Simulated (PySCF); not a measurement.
In(Cl)(Me)(vinyl) (C3H6ClIn), SMILES [CH3][In]([CH]=C)[Cl].

Geometry optimised at B3LYP-D3(BJ)/def2-SVP. The structure was generated by enumeration; whether it is a known compound was not checked. The def2 effective core potentials stand for the cores of In; spin–orbit coupling is left out. Other conformers were not sampled.

Two levels are set side by side: TDDFT-PBE/def2-SVPD (PySCF) and TDDFT-PBE0/def2-SVPD (PySCF). Vertical, same geometry. The lowest singlet is HOMO→LUMO 99 % with PBE and HOMO→LUMO 98 % with the other functional; states are paired by order. Differences are taken from unrounded values.

| quantity | TDDFT-PBE0 | TDDFT-PBE | TDDFT-PBE minus TDDFT-PBE0 |
|---|---|---|---|
| lowest singlet excitation (eV) | 4.71 | 4.08 | -0.63 |
| lowest triplet excitation (TDA) (eV) | 4.05 | 3.91 | -0.14 |
| first bright state (f over 0.05) (eV) | 5.68 | 5.18 | -0.51 |
| its oscillator strength | 0.07 | 0.07 | 0.00 |

Functionals without exact exchange tend to place singlet excitations lower, as here. Differences between two approximate levels are no errors against the true value.

Rough cost on one machine, each run with all the roots and properties that it gave: TDDFT-PBE0 against TDDFT-PBE about 5 times.
